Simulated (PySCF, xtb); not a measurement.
C2H2N, SMILES [CH2]C#N, multiplicity 2.

The structure is a stationary point at PBE0-D3(BJ)/def2-TZVP. The isomer is the one that the SMILES or the coordinates give; other isomers of the formula were not compared.

Level of theory: IEF-PCM-M06-2X/def2-SVP (PySCF 2.14.0).

The values are the electrostatic part of the solvation free energy, E(continuum) − E(gas) at the gas-phase geometry, in a cavity of scaled van der Waals radii (PySCF's table); cavitation and dispersion terms are not included. The dipole moment in vacuum is 3.42 D.

```tsv
solvent	ε	ΔG(elec) (kcal/mol)	dipole (D)
water	78.36	-5.3	4.47
dichloromethane	8.93	-4.5	4.31
acetone	20.49	-5.0	4.41
```

For comparison, GFN2-xTB/ALPB(water) (xtb, at the GFN2-xTB geometry, all terms of that model) gives -6.0 kcal/mol.
